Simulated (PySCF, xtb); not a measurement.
C2H7O, SMILES C[OH+]C, charge +1.

GFN2-xTB (xtb) at its own geometry gives an orbital gap of 10.26 eV.

Coordinates come from a PBE-D3(BJ)/def2-TZVP optimisation. The isomer is the one that the SMILES or the coordinates give; other isomers of the formula were not compared.

**Question.** What does ωB97X/def2-TZVPD (PySCF) give? (An estimate is asked for; the answer gives what the named calculation found.)

**Answer.** gap 15.11 eV (levels -18.65 and -3.54 eV).
